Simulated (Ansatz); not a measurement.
Consider the ligand exchange at a B–N bond: `BN([SiH3])[SiH3]` + `N[SiH2]CO` → `BN[SiH2]CO` + `[SiH3]N[SiH3]`.

Computed with Ansatz on PBE0-D4/def2-TZVP structures; ΔE is electronic, products minus reactants. CBS: MP2 limit from def2 TZ/QZ plus the TZ coupled-cluster correction, frozen cores. This one scheme is used for every species. DFT in def2-TZVPP. B3LYP here is the variant with VWN-RPA as its local correlation; programs differ in this. One conformer a species, not always the lowest.

```csv
level,ΔE (kcal/mol),difference from CCSD(T)/CBS
PBE-D4,-1.7,0.1
r2SCAN-D4,-2.0,-0.2
PBE0-D4,-1.9,-0.1
B3LYP-D4,-2.3,-0.5
ωB97X-V,-2.2,-0.4
ωB97M-V,-1.9,-0.1
B2PLYP,-2.7,-0.9
PBE,-2.3,-0.5
r2SCAN,-2.2,-0.4
PBE0,-2.4,-0.6
B3LYP,-3.4,-1.6
HF/def2-TZVPP,-4.5,-2.7
MP2/def2-TZVPP,-1.6,0.2
SCS-MP2/def2-TZVPP,-2.2,-0.4
CCSD/def2-TZVPP,-2.4,-0.6
CCSD(T)/def2-TZVPP,-1.9,-0.1
HF/def2-QZVPP,-4.5,-2.7
MP2/def2-QZVPP,-1.5,0.3
SCS-MP2/def2-QZVPP,-2.2,-0.4
HF/CBS(def2),-4.5,-2.7
MP2/CBS(def2),-1.5,0.3
CCSD/CBS(def2),-2.3,-0.5
CCSD(T)/CBS,-1.8,0
```

Largest T1 diagnostic among the species: 0.013.

The D4 term adds +1.1 kcal/mol with B3LYP and +0.6 kcal/mol with PBE0; it sums over pairs of atoms, weighted by their polarisabilities, and B3LYP, whose exchange is more repulsive, gets the larger term. In def2-TZVPP, CCSD(T) changes the Hartree–Fock value by +2.6 kcal/mol (the triples alone add +0.4 kcal/mol) and MP2 by +2.9 kcal/mol.
